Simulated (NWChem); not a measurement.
System: hydronium (H3O cation); SMILES [OH3+]

```xyz
4

O      0.0000     0.0000     0.0788
H      0.6693     0.6693    -0.2074
H      0.2450    -0.9143    -0.2074
H     -0.9143     0.2450    -0.2074
```
Atoms are numbered in this order, from 1.

The geometry was optimised at B3LYP/6-31G* (spherical d).

Problem. Split the isotropic spin-spin couplings (Hz) from B3LYP/IGLO-III (NWChem) into Fermi-contact, spin-dipolar, paramagnetic and diamagnetic spin-orbit terms, for the pairs 1–4, 3–4.

Solution. 
```
pair               FC    SD    PSO    DSO    total
------------  -------  ----  -----  -----  -------
17O(1)–1H(4)  -106.95  0.35  -6.18  -0.04  -112.83
1H(3)–1H(4)     -4.54  0.40   7.83  -7.79    -4.10
```
